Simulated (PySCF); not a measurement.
Computed magnetic data of one metal complex (SC-NEVPT2 in the d shell, PySCF, with spin-orbit coupling):

```json
{"T / K": "2", "χT / cm³ K mol⁻¹": "0.097", "μeff / μB": "0.88"}
{"T / K": "5", "χT / cm³ K mol⁻¹": "0.244", "μeff / μB": "1.40"}
{"T / K": "10", "χT / cm³ K mol⁻¹": "0.451", "μeff / μB": "1.90"}
{"T / K": "20", "χT / cm³ K mol⁻¹": "0.628", "μeff / μB": "2.24"}
{"T / K": "30", "χT / cm³ K mol⁻¹": "0.686", "μeff / μB": "2.34"}
{"T / K": "50", "χT / cm³ K mol⁻¹": "0.733", "μeff / μB": "2.42"}
{"T / K": "75", "χT / cm³ K mol⁻¹": "0.763", "μeff / μB": "2.47"}
{"T / K": "100", "χT / cm³ K mol⁻¹": "0.787", "μeff / μB": "2.51"}
{"T / K": "150", "χT / cm³ K mol⁻¹": "0.828", "μeff / μB": "2.57"}
{"T / K": "200", "χT / cm³ K mol⁻¹": "0.866", "μeff / μB": "2.63"}
{"T / K": "250", "χT / cm³ K mol⁻¹": "0.904", "μeff / μB": "2.69"}
{"T / K": "300", "χT / cm³ K mol⁻¹": "0.941", "μeff / μB": "2.74"}
```

Powder magnetisation at 2 K: 0.04 μB at 0.5 T, 0.09 μB at 1 T, 0.17 μB at 2 T, 0.26 μB at 3 T, 0.42 μB at 5 T, 0.57 μB at 7 T.

Which of these complexes, all computed at model or optimised geometries, gave the data?
A. [Ni(NH3)5]2+ (d8, square pyramidal)
B. [V(H2O)6]3+ (d2, octahedral)
C. [Nb(NH3)4]3+ (d2, tetrahedral)
D. [Ni(H2O)4]2+ (d8, tetrahedral)

B. [V(H2O)6]3+ (d2, octahedral) has NEVPT2: 2S+1 = 3, 2.74 μB at 300 K, 1.90 μB at 10 K, 0.57 μB at 7 T. The others: [Nb(NH3)4]3+ (d2, tetrahedral) has NEVPT2: 2S+1 = 3, 2.73 μB at 300 K, 2.71 μB at 10 K, 1.89 μB at 7 T; [Ni(H2O)4]2+ (d8, tetrahedral) has NEVPT2: 2S+1 = 3, 4.30 μB at 300 K, 1.04 μB at 10 K, 0.17 μB at 7 T; [Ni(NH3)5]2+ (d8, square pyramidal) has NEVPT2: 2S+1 = 3, 3.27 μB at 300 K, 2.59 μB at 10 K, 1.00 μB at 7 T.

The d shell alone is too small an active space for [Nb(NH3)4]3+ (an active orbital has only 0.64 squared overlap with the free ion's shell): its levels, fitted parameters, g values and moments show what this model gives and aren't sound predictions.
